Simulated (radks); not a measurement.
Neutral scandium inside a hard spherical wall (all orbitals vanish at R), configuration held at [Ar] 3d1 4s2 and not refilled when levels cross. All-electron calculation, scalar-relativistic Kohn-Sham, LDA (Slater exchange, VWN5 correlation), spin-polarised, spherical densities, point nucleus; open shells are filled with parallel spins first. Program: a radial shooting solver on a logarithmic mesh with Libxc functionals. Eigenvalues in eV for spin up, with the zero of energy where the potential of the charges vanishes at infinity; a dash marks a level that is unbound or too diffuse for the functional's potential to be trusted. A positive occupied level is held by the wall or, in an anion where self-interaction has pushed it up, behind a barrier. The pressure on the wall is -dE/dV.

R (bohr)  E (hartree)  kinetic (hartree)    e(3s)    e(3p)   e(4s)   e(3d)  e(4p, empty)  e(5s, empty)  pressure (GPa)
free       -762.33320            767.660  -55.017  -33.871  -4.415  -3.698        -1.580        -0.079               0
20         -762.33320            767.660  -55.017  -33.871  -4.415  -3.698        -1.580         0.026        < 0.0001
15         -762.33320            767.660  -55.016  -33.870  -4.415  -3.697        -1.575         0.302        < 0.0001
12         -762.33305            767.661  -55.000  -33.854  -4.403  -3.683        -1.536         0.919         0.00270
8          -762.32302            767.731  -54.516  -33.375  -4.008  -3.244        -0.809         5.031           0.377
4          -761.70524            769.909  -47.482  -26.527   7.025   3.662        13.889        51.438             106
3.5        -761.18876            771.540  -44.415  -23.530  14.666   7.121        23.090        76.283             275
2.5        -757.51047            782.924  -30.126   -8.777  60.537  24.723        73.528        198.14            3010
2          -750.34594            803.372   -9.499   13.481  133.95  49.875        148.44        364.16           14000
